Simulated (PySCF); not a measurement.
C2H6AlN.
Structure used (PBE0-D3(BJ)/def2-SVP), in Å, numbered top down from 1:
```
atom  x, y, z in Å
C1     2.5688   -0.4342   -0.1315
C2     1.5117    0.1371    0.0957
Al3   -0.2019    1.0030    0.4318
N4    -1.3713   -0.5390   -0.2760
H5     3.5076   -0.9223   -0.3265
H6    -0.6817    1.0668    1.9569
H7    -0.6172    2.1775   -0.5724
H8    -2.3740   -0.3565   -0.2152
H9    -1.1470   -0.7281   -1.2544
H10   -1.1774   -1.3951    0.2465
```

The closed-shell ground state was solved at several levels (PySCF, density fitting, gas phase, non-relativistic).

| level | basis functions | total energy (Eh) | HOMO (eV) | LUMO (eV) | gap (eV) | dipole (D) |
| --- | --- | --- | --- | --- | --- | --- |
| B3LYP/aug-cc-pVTZ-J | 326 | -377.0760 | -7.01 | -1.26 | 5.75 | 5.27 |
| KT2/pcSseg-2 | 235 | -381.5559 | -6.04 | -1.47 | 4.57 | 5.26 |
| BP86/pcSseg-2 | 235 | -377.0614 | -6.12 | -1.35 | 4.77 | 5.38 |
| PBE0/STO-3G | 30 | -372.0876 | -4.10 | 6.16 | 10.26 | 5.90 |
| PBE0/def2-SVPD | 132 | -376.5205 | -7.20 | -0.54 | 6.66 | 5.31 |
| B3LYP/6-31G* | 72 | -376.9683 | -6.59 | -0.20 | 6.39 | 5.63 |
| PBE0/6-311+G(2d,p) | 152 | -376.7346 | -7.21 | -0.83 | 6.38 | 5.35 |
| wB97X-D/pcSseg-2 | 235 | -376.9877 | -9.09 | 1.09 | 10.18 | 5.45 |
| BHandHLYP/pcSseg-2 | 235 | -376.9566 | -8.28 | -0.08 | 8.20 | 5.43 |
| B3LYP/cc-pVTZ | 208 | -377.0634 | -6.94 | -0.66 | 6.28 | 5.38 |
| BLYP/pcSseg-2 | 235 | -376.9928 | -5.89 | -1.44 | 4.45 | 5.33 |
| CAM-B3LYP/pcSseg-2 | 235 | -376.9766 | -8.57 | 0.07 | 8.64 | 5.43 |
| KT3/pcSseg-2 | 235 | -381.1946 | -6.05 | -1.59 | 4.46 | 5.25 |

Task: Estimate the row for PBE0/IGLO-III, a basis of 209 functions; the other rows only guide the guess.

Result: Total energy -376.7517 Eh, HOMO -7.21 eV, LUMO -0.55 eV, gap 6.66 eV, dipole 5.37 D.

Task: How much does the basis alone move the frontier levels among the 4 PBE0 rows (the withheld one included)?

Result: The HOMO by 3.11 eV and the LUMO by 6.99 eV. By rising basis size (HOMO, LUMO in eV): STO-3G -4.10, 6.16; def2-SVPD -7.20, -0.54; 6-311+G(2d,p) -7.21, -0.83; IGLO-III -7.21, -0.55.

Task: How far do the dipole and the HOMO energy spread over the levels?

Result: The dipole runs from 5.25 to 5.90 D (mean 5.41 D) and the HOMO from -9.09 to -4.10 eV.

Note: wB97X-D ran without an empirical dispersion term, which enters the total energy and its gradient alone.
